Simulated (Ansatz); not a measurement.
A run for Ansatz (a first-principles code): R-MP2/def2-TZVPPD on hydrogen telluride (SMILES [TeH2]), atoms moved off the minimum. Elements past Kr take the def2 small-core potentials; no spin–orbit coupling. Files ending in .json are basis or fitting sets from the Basis Set Exchange. The run froze 9 orbitals, filled d shells among them.

Ansatz 0.2 input:
```yaml
crystal:
  periodic: [false, false, false]
  atoms:
    - {symbol: Te, position_ang: [0.06116161, 0.04874797, 0.01320724]}
    - {symbol: H, position_ang: [-1.08253922, -1.11024262, 0.00316866]}
    - {symbol: H, position_ang: [1.18420541, -1.16574764, 0.02239401]}
basis:
  gaussian:
    orbitals: def2-TZVPPD.json
magnetization: {spin_polarized: false}
correlation: {method: mp2, electrons: outside_noble_gas}
scf: {lower_state_search: off}
output: {forces: true}
```

The log:

```
WARN ansatz: RAYON_NUM_THREADS=1 ignored (pool sized by the plan → 1); use --threads N
Functional definition: HF
these checks for a lower state are left out or cut short: starts, cluster_reference, orbital_swaps, neighbouring_geometries, increment
integrals: 0.04 GiB planned
708 factors; integrals over basis functions are off by at most 6.2e-4 eV
mean field: 0.15 GiB planned
mean field evaluation 1: about -7296.3729 eV, gradient 8.3e0 eV
mean field evaluation 2: about -7296.3769 eV, gradient 8.4e0 eV
mean field evaluation 4: about -7296.8095 eV, gradient 1.7e0 eV
mean field evaluation 8: about -7296.8200 eV, gradient 5.9e-5 eV
mean field -7296.82003373 eV, -268.1531902772 hartree, gradient 4.7e-6 eV, S^2 0.000000; 0 other end points of the search recorded, 0 dependent functions left out
9 core orbitals not correlated
reference -7296.82003373 eV, -268.1531902772 hartree; 4, 4 occupied and 80, 80 virtual orbitals, 708 factors
densities: 0.14 GiB planned
second order -4.04412378 eV of doubles, -0.00000000 eV of singles
the calculation of the forces begins
Total energy: -7300.86415751 eV, -268.3018090849 hartree
Atom 0 at     0.061162     0.048748     0.013207 Å, force     0.340116     0.037960     0.002898 eV/Å
Atom 1 at    -1.082539    -1.110243     0.003169 Å, force    -0.395050    -0.191364    -0.003408 eV/Å
Atom 2 at     1.184205    -1.165748     0.022394 Å, force     0.054934     0.153403     0.000510 eV/Å
Dipole moment:    -0.004108    -0.026925    -0.000043 e Å
Checks for a lower state left out: starts, cluster_reference, orbital_swaps, neighbouring_geometries, increment
```

The calculation finished and met its thresholds.

Cost: roughly 2.2 core-seconds.
